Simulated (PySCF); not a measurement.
Compound: C4H2N2O.
Bonds: N1–C2 (triple), C2–C3, C3–N4 (aromatic), N4–C5 (aromatic), C5–C6 (aromatic), C6–O7 (aromatic), C3–O7 (aromatic). Hydrogens: H8 on C5; H9 on C6.

Theory: PySCF 2.14.0, CAM-B3LYP/def2-SVP geometry optimisation, gas phase.

Question: Give the optimised bond lengths and angles.

Answer: 
| bond | length (bohr) | order |
| --- | --- | --- |
| N1≡C2 | 2.179 | triple |
| C2–C3 | 2.701 | single |
| C3–N4 | 2.441 | aromatic |
| N4–C5 | 2.596 | aromatic |
| C5–C6 | 2.569 | aromatic |
| C6–O7 | 2.551 | aromatic |
| C3–O7 | 2.545 | aromatic |
| C5–H8 | 2.055 | single |
| C6–H9 | 2.051 | single |

Orders are formal, as drawn. A selection of angles:
| angle | degrees |
| --- | --- |
| N1–C2–C3 | 179.8 |
| C2–C3–N4 | 127.8 |
| C2–C3–O7 | 118.0 |
| N4–C3–O7 | 114.2 |
| C3–N4–C5 | 104.5 |
| N4–C5–C6 | 108.8 |
| N4–C5–H8 | 122.2 |
| C6–C5–H8 | 129.0 |
| C5–C6–O7 | 107.9 |
| C5–C6–H9 | 134.9 |
| O7–C6–H9 | 117.2 |
| C3–O7–C6 | 104.6 |

The 7 heavy atoms lie in one plane (0.000 Å rms). The 2 C–C bonds span 1.359 Å (C5–C6, aromatic) to 1.429 Å (C2–C3, drawn single), a spread of 0.070 Å. The 5-membered ring C3–N4–C5–C6–O7 has internal angles of 104.5° to 114.2°; it is planar, 0.00 Å rms from its mean plane, widest ring torsion 0°. O7 (furan-type oxygen) is bent (angle 104.6°). The C–N distances run from 1.153 Å (N1≡C2, drawn triple) to 1.374 Å (N4–C5, aromatic), a spread of 0.221 Å.

Point group: Cs (every atom within 0.08 Å of its image). No CAM-B3LYP/def2-SVP frequencies stand behind this structure, so it isn't proved a minimum.
